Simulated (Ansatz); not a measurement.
The cluster SnGe6. Charge 0, multiplicity 3. Geometry PBE-D4/def2-SVP, that of the neutral singlet; atoms count from 1.

Cartesian coordinates in Å:
```
Sn 0.435 1.450 1.974
Ge 0.695 -1.402 1.678
Ge 1.320 0.154 -0.424
Ge -0.473 2.144 -0.668
Ge -1.326 -0.173 0.398
Ge 0.028 -2.162 -0.768
Ge -0.680 -0.011 -2.191
```

In the def2 sets Sn takes a core potential; there is no spin–orbit coupling. At PBE-D4/def2-SVP a singlet of charge 0 lies 1.66 eV below the triplet at the same geometry. The structure comes from a short search, and lower isomers may exist.

(1) Estimate the Mulliken populations from the PBE/def2-SVP orbitals of Ansatz.

(2) Where does the spin sit?

(3) And the Mayer bond orders between heavy atoms (over 0.3)?

Results:

(1) 
| atom | charge (e) | spin (α − β) |
| --- | --- | --- |
| Sn1 | 0.22 | 0.53 |
| Ge2 | 0.00 | 0.49 |
| Ge3 | -0.13 | 0.04 |
| Ge4 | 0.00 | 0.49 |
| Ge5 | -0.13 | 0.04 |
| Ge6 | 0.01 | 0.20 |
| Ge7 | 0.01 | 0.20 |
Mulliken values depend strongly on the basis.

(2) Summed by element: Sn 0.53, Ge 1.47, of 2 unpaired in all. Largest on single atoms: Sn1 0.53, Ge4 0.49, Ge2 0.49.

(3) Sn1–Ge2 0.56 (2.88 Å); Sn1–Ge3 0.47 (2.87 Å); Sn1–Ge4 0.56 (2.88 Å); Sn1–Ge5 0.47 (2.87 Å); Ge2–Ge3 0.50 (2.69 Å); Ge2–Ge5 0.50 (2.69 Å); Ge2–Ge6 0.66 (2.65 Å); Ge3–Ge4 0.50 (2.69 Å); Ge3–Ge5 0.42 (2.79 Å); Ge3–Ge6 0.49 (2.67 Å); Ge3–Ge7 0.49 (2.67 Å); Ge4–Ge5 0.50 (2.69 Å); Ge4–Ge7 0.66 (2.65 Å); Ge5–Ge6 0.49 (2.67 Å); Ge5–Ge7 0.49 (2.67 Å); Ge6–Ge7 0.69 (2.67 Å).
